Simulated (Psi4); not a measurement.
FIn (SMILES [F][In]), singlet, geometry from GFN2-xTB (such geometries of metal compounds can be far from the true shape) (core potentials on In); B3LYP/def2-SV(P) (Psi4 1.11).

Here is a job for Psi4.
```
memory 2 GB

molecule {
0 1
In   -0.00000000   -0.00000000   -0.31421463
F     0.00000000    0.00000000    1.71072408
}

set {
  basis def2-sv(p)
  diis_max_vecs 3
}

energy('b3lyp')
print_variables()
```

Output, abridged:

```
   => Loading Basis Set <=

    Name: DEF2-SV(P)
    Role: ORBITAL
    Keyword: BASIS

    !!!  WARNING: ECP capability is in beta. Please check occupations closely.  !!!

         ---------------------------------------------------------
                                   SCF
               by Justin Turney, Rob Parrish, Andy Simmonett
                          and Daniel G. A. Smith
                              RKS Reference
         ---------------------------------------------------------

  ==> Geometry <==

    Molecular point group: c2v
    Full point group: C_inf_v

    Geometry (in Angstrom), charge = 0, multiplicity = 1:

       Center              X                  Y                   Z               Mass
    ------------   -----------------  -----------------  -----------------  -----------------
         IN           0.000000000000     0.000000000000    -0.287303557754   114.903878776000
         F            0.000000000000     0.000000000000     1.737635152246    18.998403162730

  Running in c2v symmetry.

  Rotational constants: A = ************  B =      0.25218  C =      0.25218 [cm^-1]
  Rotational constants: A = ************  B =   7560.13626  C =   7560.13626 [MHz]
  Nuclear repulsion =   49.391367907935354

  Charge       = 0
  Multiplicity = 1
  Electrons    = 30
  Nalpha       = 15
  Nbeta        = 15

  ==> Algorithm <==

  SCF Algorithm Type is DF.
  DIIS enabled.
  MOM disabled.
  Fractional occupation disabled.
  Guess Type is SAD.
  Energy threshold   = 1.00e-06
  Density threshold  = 1.00e-06
  Integral threshold = 1.00e-12

  ==> Primary Basis <==

  Basis Set: DEF2-SV(P)
    Blend: DEF2-SV(P)
    Number of shells: 16
    Number of basis functions: 40
    Number of Cartesian functions: 43
    Spherical Harmonics?: true
    Max angular momentum: 2

  Core potential: DEF2-SV(P)
    Number of shells: 4
    Number of ECP primitives: 18
    Number of ECP core electrons: 28
    Max angular momentum: 3

  ==> DFT Potential <==

   => LibXC <=

    Version 7.1.2
    S. Lehtola, C. Steigemann, M. J. T. Oliveira, and M. A. L. Marques,  SoftwareX 7, 1–5 (2018) (10.1016/j.softx.2017.11.002)

   => Composite Functional: B3LYP <=

    B3LYP Hyb-GGA Exchange-Correlation Functional

    P. J. Stephens, F. J. Devlin, C. F. Chabalowski, and M. J. Frisch,  J. Phys. Chem. 98, 11623 (1994) (10.1021/j100096a001)

    Deriv               =              1
    GGA                 =           TRUE
    Meta                =          FALSE

    Exchange Hybrid     =           TRUE
    MP2 Hybrid          =          FALSE

   => Exchange Functionals <=

    0.0800   Slater exchange
    0.7200         Becke 88

   => Exact (HF) Exchange <=

    0.2000               HF

   => Correlation Functionals <=

    0.1900   Vosko, Wilk & Nusair (VWN5_RPA)
    0.8100   Lee, Yang & Parr

   => LibXC Density Thresholds  <==

    XC_HYB_GGA_XC_B3LYP:  1.00E-15

   => Molecular Quadrature <=

    Radial Scheme          =       TREUTLER
    Pruning Scheme         =           NONE
    Nuclear Scheme         =       TREUTLER

    Blocking Scheme        =         OCTREE
    BS radius alpha        =              1
    Pruning alpha          =              1
    Radial Points          =             75
    Spherical Points       =            302
    Total Points           =          42909
    Total Blocks           =            404
    Max Points             =            253
    Max Functions          =             40
    Weights Tolerance      =       1.00E-15

   => Loading Basis Set <=

    Name: (DEF2-SV(P) AUX)
    Role: JKFIT
    Keyword: DF_BASIS_SCF

  ==> Integral Setup <==

  SCF_SUBTYPE=INCORE selected. In-core MEM_DF algorithm will be used.
  Using in-core AOs.

  ==> MemDFJK: Density-Fitted J/K Matrices <==

    J tasked:                   Yes
    K tasked:                   Yes
    wK tasked:                   No
    Algorithm:                 Core
    Schwarz Cutoff:           1E-12
    Mask sparsity (%):       0.2500
    Fitting Condition:        1E-10

   => Auxiliary Basis Set <=

  Basis Set: (DEF2-SV(P) AUX)
    Blend: DEF2-UNIVERSAL-JKFIT
    Number of shells: 71
    Number of basis functions: 295
    Number of Cartesian functions: 402
    Spherical Harmonics?: true
    Max angular momentum: 5

  Minimum eigenvalue in the overlap matrix is 3.6318241326E-02.
  Reciprocal condition number of the overlap matrix is 1.2049656006E-02.
    Using symmetric orthogonalization.

  ==> Pre-Iterations <==

  SCF Guess: Superposition of Atomic Densities via on-the-fly atomic UHF (no occupation information).

   -------------------------
    Irrep   Nso     Nmo
   -------------------------
     A1        19      19
     A2         3       3
     B1         9       9
     B2         9       9
   -------------------------
    Total      40      40
   -------------------------

  ==> Iterations <==

                           Total Energy        Delta E     RMS |[F,P]|

   @DF-RKS iter SAD:  -288.76839615194234   -2.88768e+02   0.00000e+00
   @DF-RKS iter   1:  -289.87549994234064   -1.10710e+00   2.59753e-02 ADIIS/DIIS
   @DF-RKS iter   2:  -286.59963737374807    3.27586e+00   1.18702e-01 ADIIS
   @DF-RKS iter   3:  -289.79441609417842   -3.19478e+00   3.43773e-02 ADIIS/DIIS
   @DF-RKS iter   4:  -290.01636754806475   -2.21951e-01   3.59671e-03 ADIIS/DIIS
   @DF-RKS iter   5:  -290.01865609515841   -2.28855e-03   1.20442e-03 ADIIS/DIIS
   @DF-RKS iter   6:  -290.01898413778736   -3.28043e-04   4.40987e-05 DIIS
   @DF-RKS iter   7:  -290.01898449483485   -3.57047e-07   5.42783e-05 DIIS
   @DF-RKS iter   8:  -290.01898522282136   -7.27987e-07   9.09078e-06 DIIS
   @DF-RKS iter   9:  -290.01898524853112   -2.57098e-08   1.52319e-06 DIIS
   @DF-RKS iter  10:  -290.01898524902663   -4.95504e-10   2.73883e-07 DIIS
  Energy and wave function converged.

  ==> Post-Iterations <==

   Electrons on quadrature grid:
      Ntotal   =   29.9999891275 ; deviation = -1.087e-05

    Orbital Energies [Eh]
    ---------------------

    Doubly Occupied:

[...]
    Virtual:

[...]
      19A1    60.878331

    Final Occupation by Irrep:
             A1    A2    B1    B2
    DOCC [     8,    1,    3,    3 ]
    NA   [     8,    1,    3,    3 ]
    NB   [     8,    1,    3,    3 ]

  @DF-RKS Final Energy:  -290.01898524902663

   => Energetics <=

    Nuclear Repulsion Energy =             49.3913679079353543
    One-Electron Energy =                -574.0578386384763689
    Two-Electron Energy =                 256.7667730127423624
    DFT Exchange-Correlation Energy =     -22.1192875312279185
    Empirical Dispersion Energy =           0.0000000000000000
    VV10 Nonlocal Energy =                  0.0000000000000000
    Total Energy =                       -290.0189852490266276

Computation Completed

Properties will be evaluated at   0.000000,   0.000000,   0.000000 [a0]

Properties computed using the SCF density matrix

 Multipole Moments:

 ------------------------------------------------------------------------------------
     Multipole            Electronic (a.u.)      Nuclear  (a.u.)        Total (a.u.)
 ------------------------------------------------------------------------------------

 L = 1.  Multiply by 2.5417464519 to convert [e a0] to [Debye]
 Dipole X            :          0.0000000            0.0000000            0.0000000
 Dipole Y            :          0.0000000            0.0000000            0.0000000
 Dipole Z            :        -19.3279445           18.1514651           -1.1764794
 Magnitude           :                                                    1.1764794

 ------------------------------------------------------------------------------------

  Variable Map:
  ----------------------------------------------------------------------------
[...]
  Array Variable Map:
  ----------------------------------------------------------------------------
[...]
[...]
```
